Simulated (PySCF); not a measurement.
C4H7, SMILES [CH2]C(C)=C, multiplicity 2. Atoms are numbered in the order given.

```xyz
11

C     -0.4042     1.2941    -0.4841
C      0.0586     0.0673    -0.0179
C      1.4218    -0.2107     0.0593
C     -0.9386    -0.9995     0.3917
H     -1.4723     1.5176    -0.5374
H      0.2931     2.0697    -0.8110
H      1.7874    -1.1700     0.4334
H      2.1641     0.5275    -0.2546
H     -1.8993    -0.5593     0.6973
H     -1.1404    -1.6854    -0.4483
H     -0.5579    -1.6070     1.2266
```
Charge 0, spin multiplicity 2.

Geometry: B3LYP-D3(BJ)/def2-SVP. The isomer is the one that the SMILES or the coordinates give; other isomers of the formula were not compared.

Two levels are set side by side: PBE/pcH-1 (PySCF) and PBE0/pcH-1 (PySCF). Contact hyperfine couplings, same geometry. Differences are taken from unrounded values.

| quantity | PBE0 |
|---|---|
| A(iso) of 13C, atom C1 (MHz) | 60.9 |
| A(iso) of 13C, atom C2 (MHz) | -58.2 |
| A(iso) of 13C, atom C3 (MHz) | 62.0 |
| A(iso) of 13C, atom C4 (MHz) | 7.5 |
| A(iso) of 1H, atom H5 (MHz) | -47.3 |
| A(iso) of 1H, atom H6 (MHz) | -45.0 |
| A(iso) of 1H, atom H7 (MHz) | -48.1 |
| A(iso) of 1H, atom H8 (MHz) | -45.9 |
| A(iso) of 1H, atom H9 (MHz) | -6.8 |
| A(iso) of 1H, atom H10 (MHz) | -25.8 |
| A(iso) of 1H, atom H11 (MHz) | -10.0 |

Problem. What does PBE give, and how far is it from PBE0? (The exact figures need the calculation; the answer reports its results.)

Solution. 
```tsv
quantity	PBE	PBE minus PBE0
A(iso) of 13C, atom C1 (MHz)	44.9	-16.0
A(iso) of 13C, atom C2 (MHz)	-41.8	16.4
A(iso) of 13C, atom C3 (MHz)	45.9	-16.2
A(iso) of 13C, atom C4 (MHz)	3.5	-4.0
A(iso) of 1H, atom H5 (MHz)	-38.9	8.5
A(iso) of 1H, atom H6 (MHz)	-36.8	8.1
A(iso) of 1H, atom H7 (MHz)	-39.6	8.5
A(iso) of 1H, atom H8 (MHz)	-37.6	8.2
A(iso) of 1H, atom H9 (MHz)	-4.5	2.3
A(iso) of 1H, atom H10 (MHz)	-16.6	9.3
A(iso) of 1H, atom H11 (MHz)	-6.5	3.4
```

Rough cost on one machine, each run with all the roots and properties that it gave: PBE0 against PBE within a factor of 2.
